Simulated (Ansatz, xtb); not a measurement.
# Relative energy of two isomers of C4H5F3O2

Structure X: `O[C@@H]1CO[C@@H]1C(F)(F)F`, a singlet. Structure Y: `OC1(C(F)(F)F)COC1`, a singlet. Both are isolated molecules in the gas phase, relaxed with B3LYP-D3(BJ)/def2-SVP; the shapes shown needn't be the lowest conformers.

X (Å):

```yaml
atoms:
  - { symbol: C, position_ang: [0.6532, 0.0663, 1.7901] }
  - { symbol: C, position_ang: [-0.6273, -0.3500, 2.5273] }
  - { symbol: C, position_ang: [-0.3254, 0.8895, 0.9036] }
  - { symbol: C, position_ang: [-0.5257, 0.3669, -0.5105] }
  - { symbol: F, position_ang: [-0.9339, -0.9029, -0.5407] }
  - { symbol: F, position_ang: [0.6476, 0.4500, -1.1811] }
  - { symbol: F, position_ang: [-1.4244, 1.1021, -1.1800] }
  - { symbol: O, position_ang: [1.3555, -0.9990, 1.2331] }
  - { symbol: O, position_ang: [-1.4179, 0.5871, 1.7627] }
  - { symbol: H, position_ang: [2.0420, -0.6538, 0.6465] }
  - { symbol: H, position_ang: [1.3013, 0.7325, 2.3881] }
  - { symbol: H, position_ang: [-0.9028, -1.3976, 2.3214] }
  - { symbol: H, position_ang: [-0.6769, -0.1482, 3.6090] }
  - { symbol: H, position_ang: [-0.1272, 1.9728, 0.8244] }
```

Y (Å):

```xyz
14

C     0.1431    0.0070    1.2723
C    -1.0994   -0.8741    1.2208
C    -0.1326    1.5243    1.1241
C     0.8748    0.1695   -0.0695
F    -1.7379   -0.8312    2.4129
F    -0.7903   -2.1519    0.9752
F    -1.9642   -0.4703    0.2805
O     0.9750   -0.4096    2.3111
O     0.4946    1.5482   -0.1634
H     0.4608   -0.4246    3.1318
H    -1.1877    1.8419    1.0877
H     0.4140    2.1142    1.8805
H     1.9622    0.0236    0.0435
H     0.5007   -0.4349   -0.9122
```

Q: Estimate E(Y) − E(X) at the level CCSD(T)/def2-SVP + ΔMP2/def2-TZVPP.

A: CCSD(T)/def2-SVP + ΔMP2/def2-TZVPP gives E(Y) − E(X) = −0.99 kcal/mol, slightly favouring structure Y, which is too small a margin to settle the true order.

The same difference at several levels:

```csv
level,geometry,E(Y) − E(X) (kcal/mol),departure from the last row (kcal/mol),"job, with rough time for the two"
B3LYP-D3(BJ)/def2-SVP,B3LYP-D3(BJ)/def2-SVP,−0.52,+0.48,"optimisation, 11 min"
HF/def2-SVP,B3LYP-D3(BJ)/def2-SVP,+0.24,+1.23,part of the CCSD(T) run
MP2/def2-SVP,B3LYP-D3(BJ)/def2-SVP,−0.74,+0.26,part of the CCSD(T) run
CCSD(T)/def2-SVP,B3LYP-D3(BJ)/def2-SVP,−0.63,+0.36,single point
CCSD(T)/def2-SVP + ΔMP2/def2-TZVPP,B3LYP-D3(BJ)/def2-SVP,−0.99,,"single point, 14 min"
```

As drawn, both hold the same kinds of bond in the same numbers.

The largest departure from CCSD(T)/def2-SVP + ΔMP2/def2-TZVPP is that of HF/def2-SVP, 1.23 kcal/mol. Levels run at GFN2-xTB geometries aren't shown. The last row adds to CCSD(T) the change of the MP2 difference between the two basis sets, here −0.36 kcal/mol.

With thermal terms from frequencies at re-optimised GFN2-xTB minima (ideal gas, soft modes damped towards free rotors, one conformer each, 298.15 K, 1 atm): the zero-point term adds −0.34 kcal/mol; ΔH is −1.22 and ΔG −1.33 kcal/mol.

The correlated steps freeze 9 core orbitals. Mirror images aren't counted in ΔG. Programs: Ansatz 0.2.0, xtb 6.7.1; the last row on 2 threads of AMD EPYC (Zen 3) on a shared host.
